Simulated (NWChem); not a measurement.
System: BiHTeCl$_{2}$; SMILES [Cl][Bi]([Cl])[TeH]

Here is an NWChem input.

```
start job
memory heap 200 mb stack 900 mb global 1100 mb
geometry units angstroms noautoz
  Bi    -0.134950     0.764618     0.413900
  Cl    -1.883090     1.181911    -1.282063
  Cl     1.911631     1.187042    -0.919561
  Te    -0.402329    -2.058799     0.141345
  H      0.826037    -2.281038     1.247372
end
basis spherical
  Bi library def2-svp
  Cl library def2-svp
  Te library def2-svp
  H library def2-svp
end
ecp
  Te library def2-ecp
  Bi library def2-ecp
end
dft
  xc b3pw91
  iterations 150
  mulliken
end
task dft energy
```

Excerpt of the output:

```
             Northwest Computational Chemistry Package (NWChem) 7.3.0
             --------------------------------------------------------

 C1  symmetry detected

                             Geometry "geometry" -> ""
                             -------------------------

 Output coordinates in angstroms (scale by  1.889725989 to convert to a.u.)

  No.       Tag          Charge          X              Y              Z
 ---- ---------------- ---------- -------------- -------------- --------------
    1 Bi                  83.0000    -0.00482395     0.75727381     0.45853964
    2 Cl                  17.0000    -2.02314523     1.06574123    -0.93345334
    3 Cl                  17.0000     1.74874408     1.59776194    -1.07887147
    4 Te                  52.0000     0.06922728    -2.03762811    -0.08964009
    5 H                    1.0000     1.46538853    -2.17661806     0.81201644

 Effective nuclear repulsion energy (a.u.)    1714.1454803152

                                 NWChem DFT Module
                                 -----------------

 Summary of "ao basis" -> "ao basis" (spherical)
 ------------------------------------------------------------------------------
       Tag                 Description            Shells   Functions and Types
 ---------------- ------------------------------  ------  ---------------------
 Bi                         def2-svp                10       26   4s4p2d
 Cl                         def2-svp                 8       18   4s3p1d
 Te                         def2-svp                10       26   4s4p2d
 H                          def2-svp                 3        5   2s1p

            General Information
            -------------------
          SCF calculation type: DFT
          Wavefunction type:  closed shell.
          No. of atoms     :     5
          No. of electrons :    82
           Alpha electrons :    41
            Beta electrons :    41
          Charge           :     0
          Spin multiplicity:     1
          Use of symmetry is: off; symmetry adaption is: off
          Maximum number of iterations: 150
          AO basis - number of functions:    93
                     number of shells:    39
          Convergence on energy requested:  1.00D-06
          Convergence on density requested:  1.00D-05
          Convergence on gradient requested:  5.00D-04

              XC Information
              --------------
                       B3PW91 Method XC Functional
                     Hartree-Fock (Exact) Exchange  0.200
                        Slater Exchange Functional  0.800 local
                    Becke 1988 Exchange Functional  0.720 non-local
                Perdew 1991 Correlation Functional  0.810 non-local
            Perdew 1991 LDA Correlation Functional  1.000 local

             Grid Information
             ----------------
          Grid used for XC integration:  medium
          Radial quadrature: Mura-Knowles
          Angular quadrature: Lebedev.
          Tag              B.-S. Rad. Rad. Pts. Rad. Cut. Ang. Pts.
          ---              ---------- --------- --------- ---------
          Bi                  1.60      123          10.0       590
          Cl                  1.00       88          12.0       590
          Te                  1.40      123          10.0       590
          H                   0.35       45          11.0       434
          Grid pruning is: on
          Number of quadrature shells:   467
          Spatial weights used:  Erf1

      Superposition of Atomic Density Guess
      -------------------------------------

 Sum of atomic energies:       -1475.78904844

      Non-variational initial energy
      ------------------------------

 Total energy =   -1399.871666
 1-e energy   =   -2976.402511
 2-e energy   =    1142.874312
 HOMO         =      -0.257377
 LUMO         =      -0.013551

     ---------------------------------------------
      Total Density - Mulliken Population Analysis
     ---------------------------------------------

    Atom       Charge   Shell Charges
 -----------   ------   -------------------------------------------------------
    1 Bi  23    21.51   2.92 -0.87  1.22  0.62  4.71  1.26  0.87  0.67  9.75  0.35
    2 Cl  17    17.59   2.00  1.99  1.23  0.74  5.94  2.18  3.50  0.01
    3 Cl  17    17.60   2.00  1.99  1.23  0.74  5.94  2.18  3.50  0.01
    4 Te  24    24.43   1.77  0.27  1.20  0.66  2.87  3.16  2.19  2.28  9.84  0.19
    5 H    1     0.87   0.56  0.29  0.02

   convergence    iter        energy       DeltaE   RMS-Dens  Diis-err
 ---------------- ----- ----------------- --------- --------- ---------
 d= 0,ls=0.0,diis     1  -1403.5275735293 -1.84D+03  2.58D-02  6.42D-01
 d= 0,ls=0.0,diis     2  -1403.3348579389  1.93D-01  1.51D-02  1.72D+00
 d= 0,ls=0.0,diis     3  -1403.6351822194 -3.00D-01  2.02D-03  1.64D-02
 d= 0,ls=0.0,diis     4  -1403.6377083345 -2.53D-03  7.22D-04  2.29D-03
 d= 0,ls=0.0,diis     5  -1403.6381098890 -4.02D-04  2.31D-04  1.29D-04
  Resetting Diis
 d= 0,ls=0.0,diis     6  -1403.6381289669 -1.91D-05  8.52D-05  2.97D-05
 d= 0,ls=0.0,diis     7  -1403.6381350176 -6.05D-06  2.76D-05  8.36D-07
 d= 0,ls=0.0,diis     8  -1403.6381348796  1.38D-07  1.66D-05  1.58D-06
 d= 0,ls=0.0,diis     9  -1403.6381351785 -2.99D-07  1.97D-06  2.15D-08

         Total DFT energy =    -1403.638135178455
      One electron energy =    -2977.654026334045
           Coulomb energy =     1235.404689081174
    Exchange-Corr. energy =      -95.045330398657
 Nuclear repulsion energy =      433.656532473073

 Numeric. integr. density =       82.000010617952

                       DFT Final Molecular Orbital Analysis
                       ------------------------------------

 Vector   39  Occ=2.000000D+00  E=-3.097673D-01
              MO Center=  6.7D-01,  1.4D+00, -1.0D+00, r^2= 4.2D+00
   Bfn.  Coefficient  Atom+Function         Bfn.  Coefficient  Atom+Function
  ----- ------------  ---------------      ----- ------------  ---------------
    55      0.437018  3 Cl px                57      0.326903  3 Cl pz
    37      0.314089  2 Cl px                52      0.315497  3 Cl px
    54      0.239539  3 Cl pz                34      0.222881  2 Cl px
    49      0.184398  3 Cl px                39     -0.143308  2 Cl pz
    51      0.139816  3 Cl pz                31      0.130258  2 Cl px

 Vector   40  Occ=2.000000D+00  E=-2.759735D-01
              MO Center=  7.4D-02, -1.5D-01, -2.5D-01, r^2= 6.3D+00
   Bfn.  Coefficient  Atom+Function         Bfn.  Coefficient  Atom+Function
  ----- ------------  ---------------      ----- ------------  ---------------
    74      0.397785  4 Te py                77      0.312202  4 Te py
    12     -0.254567  1 Bi py                56      0.232544  3 Cl py
    38      0.223693  2 Cl py                57      0.221756  3 Cl pz
     3     -0.216623  1 Bi s                 13     -0.188875  1 Bi pz
    39      0.187004  2 Cl pz                 4     -0.164665  1 Bi s

 Vector   41  Occ=2.000000D+00  E=-2.440091D-01
              MO Center=  1.4D-01, -1.8D+00, -9.4D-02, r^2= 3.2D+00
   Bfn.  Coefficient  Atom+Function         Bfn.  Coefficient  Atom+Function
  ----- ------------  ---------------      ----- ------------  ---------------
    75      0.470091  4 Te pz                78      0.445971  4 Te pz
    73     -0.311068  4 Te px                76     -0.283400  4 Te px
    72     -0.185932  4 Te pz                69     -0.145228  4 Te pz
    70      0.122289  4 Te px                56     -0.118618  3 Cl py
    67      0.095556  4 Te px                 3     -0.093798  1 Bi s

 Vector   42  Occ=0.000000D+00  E=-9.041212D-02
              MO Center=  8.3D-02, -5.9D-03,  2.0D-01, r^2= 5.9D+00
   Bfn.  Coefficient  Atom+Function         Bfn.  Coefficient  Atom+Function
  ----- ------------  ---------------      ----- ------------  ---------------
    77      0.540425  4 Te py                16      0.456840  1 Bi pz
     3     -0.422894  1 Bi s                 15      0.384344  1 Bi py
    13      0.373186  1 Bi pz                74      0.297555  4 Te py
    12      0.276994  1 Bi py                14     -0.217965  1 Bi px
    56     -0.217337  3 Cl py                55     -0.213514  3 Cl px

 Vector   43  Occ=0.000000D+00  E=-8.733062D-02
              MO Center= -1.6D-01,  6.6D-01,  2.1D-01, r^2= 4.6D+00
   Bfn.  Coefficient  Atom+Function         Bfn.  Coefficient  Atom+Function
  ----- ------------  ---------------      ----- ------------  ---------------
    16      0.401622  1 Bi pz                14      0.397164  1 Bi px
    37      0.389756  2 Cl px                13      0.355103  1 Bi pz
    11      0.321300  1 Bi px                15     -0.322037  1 Bi py
     3     -0.289068  1 Bi s                 12     -0.260685  1 Bi py
    30      0.253549  2 Cl s                 39      0.231799  2 Cl pz

 Vector   44  Occ=0.000000D+00  E=-7.081487D-02
              MO Center=  9.1D-02,  4.7D-01,  2.9D-01, r^2= 5.2D+00
   Bfn.  Coefficient  Atom+Function         Bfn.  Coefficient  Atom+Function
  ----- ------------  ---------------      ----- ------------  ---------------
    14      0.542270  1 Bi px                15      0.492901  1 Bi py
    11      0.405910  1 Bi px                12      0.353779  1 Bi py
    77      0.341307  4 Te py                57     -0.297589  3 Cl pz
    48     -0.235253  3 Cl s                 55      0.223469  3 Cl px
     5     -0.190940  1 Bi px                39      0.191072  2 Cl pz

     ---------------------------------------------
      Total Density - Mulliken Population Analysis
     ---------------------------------------------

[...]
```

Level: B3PW91/def2-SVP with def2 effective core potentials on Te, Bi. All runs use the structure optimised with PBE0/def2-SVP. def2 effective core potentials on Te, Bi; no spin-orbit coupling.
